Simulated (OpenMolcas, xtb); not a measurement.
# How methods differ on InHF2 (SMILES [F][InH][F])

The species is InHF2 (4 atoms), meant as a singlet with charge 0. As SMILES, `[F][InH][F]`. Geometry: relaxed at PBE0-D4/def2-TZVP.

Each level gives the vertical ionisation energy (to the doublet cation) (eV). The values are calculated.

```tsv
level	kind	program	value (eV)	CPU time (all runs)
GFN2-xTB	semi-empirical	xtb	16.82	under 2 s
HF/def2-TZVP (core potential)	Hartree–Fock	OpenMolcas	12.46	65 s
SVWN5/def2-TZVP (core potential)	LDA	OpenMolcas	12.08	1.7 min
revPBE/def2-TZVP (core potential)	GGA	OpenMolcas	11.70	2 min
M06-L/def2-TZVP (core potential)	meta-GGA	OpenMolcas	11.84	2.5 min
r2SCAN/def2-TZVP (core potential)	meta-GGA	OpenMolcas	12.02	2.5 min
B3LYP/def2-TZVP (core potential)	global hybrid	OpenMolcas	12.34	2 min
M06-2X/def2-TZVP (core potential)	hybrid meta-GGA	OpenMolcas	12.86	2.3 min
```

Spin-orbit coupling, which can split open shells on such heavy atoms by tenths of an eV, is left out. The values span 11.70 to 16.82 eV. The xTB values lack the empirical shift that such differences need. CPU times are rough (shared hosts, several kinds of processor and program).
